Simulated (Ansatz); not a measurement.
Reaction (ligand exchange at the Si–C bond): `ClC[SiH2]CCl` + H₂Te → `ClC[SiH2][TeH]` + `CCl`

Isolated molecules relaxed with PBE0-D4/def2-TZVP in Ansatz; ΔE leaves out vibrations. CCSD(T)/CBS is the MP2 limit (def2-TZVPP, def2-QZVPP) plus CCSD(T) − MP2 in def2-TZVPP, frozen cores. This one scheme is used for every species. Functionals use def2-TZVPP. B3LYP here is the variant with VWN-RPA as its local correlation; programs differ in this. def2 core potentials past Kr. For Te outer-core shells are correlated without core-valence functions, which leaves a few kJ/mol of doubt a bond. One conformer a species, not always the lowest.

```tsv
level	ΔE (kJ/mol)
r2SCAN-D4	-69.6
B3LYP-D4	-66.5
MP2/CBS(def2)	-78.4
CCSD/CBS(def2)	-70.9
```

What does CCSD(T)/CBS give? (Estimate.)

The calculation gave: -71.0 kJ/mol. The listed levels differ from it by 1.4, 4.5, -7.4, 0.1 kJ/mol.

Largest T1 diagnostic among the species: 0.010.

The D4 term adds +3.2 kJ/mol with B3LYP and +1.9 kJ/mol with PBE0; it sums over pairs of atoms, weighted by their polarisabilities, and B3LYP, whose exchange is more repulsive, gets the larger term.

CCSD(T)/CBS has its own doubt, a few kJ/mol and more with outer-core shells, so smaller differences from it don't rank the levels.
